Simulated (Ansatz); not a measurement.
Program: Ansatz 0.2.0.

A structure relaxed at PBE0-D4/def2-TZVP, charge 0, multiplicity 1:

Cartesian coordinates in Å:
```
F 1.323 1.027 0.880
Mo 0.037 0.043 -0.012
S 0.022 0.791 -1.928
Cl 1.603 -1.602 -0.015
Cl -1.546 -1.579 -0.073
Cl -1.439 1.321 1.148
```

Give its formula and SMILES.

Cl3FMoS, `[F][Mo](=[S])([Cl])([Cl])[Cl]`.

Point group (tolerance 0.08 Å, 0.16 Å for H)?

Cs.

Summarise the bond lengths by kind.

1 × F–Mo 1.848 Å; 1 × Mo–S 2.056 Å; 3 × Cl–Mo 2.268 to 2.271 Å.
